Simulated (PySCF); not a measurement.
C4H2Cl3F, SMILES C=C=C(Cl)C(F)(Cl)Cl.

Geometry optimised at B3LYP-D3(BJ)/def2-SVP. The structure was generated by enumeration, and PubChem lists no compound with its InChIKey, so it may never have been made. One conformer was computed; it need not be the lowest.

These are PBE/def2-TZVP in PySCF values and carry that method's errors.

Gas-phase values at a fixed geometry.

```
Property                                                                                                        Value
---------------------------------------------------------------------------------------------  ----------------------
total energy                                                                                      -1633.29466 hartree
point group                                                                                                        Cs
highest occupied level                                                                                       -6.67 eV
lowest empty level                                                                                           -2.48 eV
orbital gap                                                                                                   4.18 eV
dipole moment                                                                                               0.494 e·Å
quadrupole, principal values (traceless, Buckingham form, about the centre of nuclear charge)  -7.69, -2.23, 9.92 D·Å
```
